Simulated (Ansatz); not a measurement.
Calculated with Ansatz (gas phase, PBE0-D4/def2-TZVP geometries, no zero-point term in ΔE). CCSD(T)/CBS is the MP2 limit (def2-TZVPP, def2-QZVPP) plus CCSD(T) − MP2 in def2-TZVPP, frozen cores. DFT in def2-TZVPP. def2 core potentials past Kr. For Ge, Zr outer-core shells are correlated without core-valence functions, which leaves a few kJ/mol of doubt a bond. Scalar relativity is left out up to krypton. Each species was taken in one conformer, which may not be the lowest.

Consider the redistribution: `F[SiH](Cl)[O][GeH3]` + `[NH2][Zr]([OH])([Cl])[Cl]` → `O[SiH](Cl)[O][GeH3]` + `[NH2][Zr]([F])([Cl])[Cl]`.

```csv
level,ΔE (kJ/mol)
B2PLYP,0.9
MP2/CBS(def2),5.7
```

What does CCSD(T)/CBS give? (Best estimate.)

The calculation gave: +3.7 kJ/mol. The listed levels differ from it by -2.8, 2.0 kJ/mol.

Largest T1 diagnostic among the species: 0.016.

From PBE to PBE0 (25 % exact exchange), in def2-TZVPP and without D4, ΔE moves by +3.1 kJ/mol.

CCSD(T)/CBS has its own doubt, a few kJ/mol and more with outer-core shells, so smaller differences from it don't rank the levels.
